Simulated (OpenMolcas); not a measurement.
# What dynamic correlation does to the levels of neutral hafnium

* Program: OpenMolcas 26.06
* Basis: ANO-RCC-VQZP [9s8p6d4f3g2h]
* Scalar Hamiltonian: DKH2, point nucleus
* Active space: 4 electrons in 6 orbitals (5d 6s)
* State averaging: 2S+1 = 3 even, 55 roots; 2S+1 = 5 even, 10 roots kept (CI in the orbitals of an earlier block); 2S+1 = 1 even, 50 roots kept (CI in the orbitals of an earlier block)
* Spin-orbit coupling: state interaction with AMFI integrals over the reference wave functions, term energies averaged over their components

Methods on the same reference wave functions:
A. CASSCF
B. SS-CASPT2, IPEA 0.25 Eh, imaginary shift 0.1 Eh (closed shells correlated: 5s 5p)
C. MS-CASPT2, IPEA 0.25 Eh, imaginary shift 0.1 Eh (closed shells correlated: 5s 5p)

Energies in cm⁻¹ above 5d² 6s² ³F₂, the measured ground level; measured values from NIST Handbook of Basic Atomic Spectroscopic Data.

```json
{"Level": "5d² 6s² ³F₂", "A": "0.0", "B": "0.0", "C": "0.0", "Measured": "0.0"}
{"Level": "5d² 6s² ³F₃", "A": "2154", "B": "2310", "C": "2450", "Measured": "2357"}
{"Level": "5d² 6s² ³P₀", "A": "3862", "B": "4640", "C": "4100", "Measured": "5522"}
{"Level": "5d² 6s² ³F₄", "A": "4242", "B": "4350", "C": "4520", "Measured": "4568"}
{"Level": "5d² 6s² ³P₁", "A": "4681", "B": "5670", "C": "5210", "Measured": "6573"}
{"Level": "5d³ 6s ⁵F₁", "A": "7465", "B": "12610", "C": "13010", "Measured": ""}
{"Level": "5d³ 6s ⁵F₂", "A": "8145", "B": "13340", "C": "13730", "Measured": ""}
{"Level": "5d³ 6s ⁵F₃", "A": "9141", "B": "14380", "C": "14770", "Measured": ""}
{"Level": "5d³ 6s ⁵F₄", "A": "10339", "B": "15590", "C": "15980", "Measured": ""}
{"Level": "5d² 6s² ¹G₄", "A": "10999", "B": "9850", "C": "9710", "Measured": "10533"}
{"Level": "5d³ 6s ⁵F₅", "A": "11662", "B": "16790", "C": "17190", "Measured": ""}
{"Level": "5d³ 6s ⁵P₁", "A": "16733", "B": "20540", "C": "20720", "Measured": ""}
{"Level": "5d³ 6s ⁵P₂ [72 %]", "A": "17217", "B": "20750", "C": "20760", "Measured": ""}
{"Level": "5d³ 6s ⁵P₃", "A": "18255", "B": "22160", "C": "22560", "Measured": ""}
{"Level": "5d³ 6s ³G₃", "A": "20314", "B": "21540", "C": "21960", "Measured": ""}
{"Level": "5d³ 6s ³G₄", "A": "20655", "B": "22030", "C": "22440", "Measured": ""}
{"Level": "5d³ 6s ³G₅ [63 %]", "A": "21551", "B": "23030", "C": "23440", "Measured": ""}
{"Level": "5d³ 6s ³F₂(1) [73 %]", "A": "22602", "B": "22020", "C": "22370", "Measured": ""}
{"Level": "5d³ 6s ³D₁ [66 %]", "A": "23265", "B": "23070", "C": "23420", "Measured": ""}
{"Level": "5d³ 6s ³H₄ [59 %]", "A": "23813", "B": "24640", "C": "25060", "Measured": ""}
{"Level": "5d³ 6s ³F₃(1) [61 %]", "A": "24295", "B": "24070", "C": "24440", "Measured": ""}
{"Level": "5d³ 6s ³D₂ [60 %]", "A": "24610", "B": "24550", "C": "24770", "Measured": ""}
{"Level": "5d³ 6s ³H₆", "A": "24857", "B": "26120", "C": "26520", "Measured": ""}
{"Level": "5d³ 6s ³H₅ [73 %]", "A": "24914", "B": "26250", "C": "26650", "Measured": ""}
```

Deviations, from unrounded energies. A percentage is the sum of absolute deviations over the sum of measured energies, with the sign that they share, or ± where signs differ.

```tsv
Against measurement	Levels	A	B	C
mean absolute deviation (cm-1)	5	910	550	750
fine structure of the ground term (%)	2	-7.6	-3.8	±2.1
other terms of the ground configuration (%)	3	±17.8	-10.9	-15.9
```

B lies closest to measurement on these levels and A furthest from it. The largest miss of B in the table is 5d² 6s² ³P₁, by -910 cm-1. The ranking rests on the paired levels alone, and a cruder setting can come out closer through cancelling errors.

Between B and C the level of the table that moves most is 5d² 6s² ³P₀, by 540 cm-1 (lowest in C, highest in B). Moves below CASPT2's spread within the term are not significant.

The mean deviations of B to C differ by less than CASPT2's widest spread within a term (1200 cm-1), so their order carries little weight.

From A to B the spin-free energies of the other terms of 5d² 6s² shown, above ³F, scale by factors of 0.84 to 1.31.

The lowest spin-free term lies below A's lowest term by 0.311 hartree in B, 0.312 hartree in C.

CASPT2 does not keep the components of a term degenerate, so their means are used; among the terms shown or strongly mixed into the levels shown the widest spread is 1200 cm-1 (5d³ 6s ³F(1), C). Over all roots computed the reference weight is 0.85 to 0.93 in B, 0.85 to 0.93 in C; the roots of lowest weight are the least certain, and an intruder state may touch them. Terms from blocks run as CI alone lack orbitals of their own. A single d shell beside an s shell can misplace configurations of different d count against each other. The CASPT2 spread within a term exceeds the gap to the next term for 5d³ 6s ³F(1) and 5d³ 6s ³D, so the order of their levels is uncertain, and so are names and mixing where such terms share a J (figures for B; the like holds for C). Without dynamic correlation excited terms often stand tens of per cent too high (terms of higher spin than the ground term too low), and those without a measured partner can miss by more than the paired ones (holds for A). Some terms miss by over 15 % even with CASPT2, which points to a basis or an active space too small for the shells correlated (holds for B; C). Computed and measured levels are paired by configuration, term and J; levels that our copy of the source lacks, or whose pairing is in doubt (as where it misses far off the trend of its configuration), stay unpaired and out of the deviations. Levels of configurations outside the active space are missing. Levels that lie high or do not pair safely by name in every column are left out.

A share in square brackets marks a mixed level and gives the weight of the term that names it, the lowest over the columns. A number in round brackets counts repeated terms of one configuration in the order of the reference energies.
